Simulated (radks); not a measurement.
Q: All-electron atom: the selenium ion Se33+ in 1s1. Method: scalar-relativistic Kohn-Sham, r2SCAN, spin-polarised, spherical densities, finite nucleus; open shells are filled with parallel spins first; meta-GGA in the generalised Kohn-Sham scheme; Fermi nuclear charge, rms radius 4.14 fm; computed with a radial shooting solver on a logarithmic mesh with Libxc functionals. Some entries of the table are withheld. Estimate them.

| orbital | occ. | eigenvalue (hartree) | <1/r> (bohr^-1) |
|---|---|---|---|
| 1s up | 1 | -580.0125 | 35.10 |
| 2s up | 0 | -139.0240 | (1) |
| 2p up | 0 | -137.3879 | 8.616 |

A: 
(1) 2s up <1/r> (bohr^-1): 8.726
